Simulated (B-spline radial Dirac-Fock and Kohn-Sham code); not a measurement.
# K-line shifts caused by a second vacancy in In

System: atomic indium, configuration [Kr] 4d10 5s1 5p2 (an excited configuration).

The computed values come from a B-spline atomic structure program: Dirac-Fock (average of configuration) total-energy differences with a finite nucleus, the Breit interaction including its frequency dependence, and self-energy and vacuum-polarisation corrections. Each two-hole energy is an average over J within one jj subconfiguration, not an observable level; in light atoms, where LS coupling holds, the j-resolved values are not observed lines, and for a K spectator the Kα1 hypersatellite is nearly forbidden. Correlation energy is missing from these numbers.

Lines without a spectator: Kα2 (K-L2) 24000.0 eV, Kα1 (K-L3) 24208.0 eV, Kβ3 (K-M2) 27233.4 eV, Kβ1 (K-M3) 27271.9 eV. Shifts in eV with one spectator hole (a dash: not computed, or left out as unreliable):

| spectator hole | Kα2 | Kα1 | Kβ3 | Kβ1 |
| --- | --- | --- | --- | --- |
| K (1s) | +562.4 | +579.6 | +716.9 | +720.6 |
| L2 (2p1/2) | +61.7 | +77.8 | – | +164.7 |
| L3 (2p3/2) | +60.6 | +60.7 | +146.2 | – |
| M2 (3p1/2) | – | +8.82 | +19.66 | +23.96 |
| M3 (3p3/2) | +6.54 | – | +20.35 | +19.78 |
| M4 (3d3/2) | +1.10 | -1.48 | – | – |
| M5 (3d5/2) | -1.94 | -0.06 | – | – |
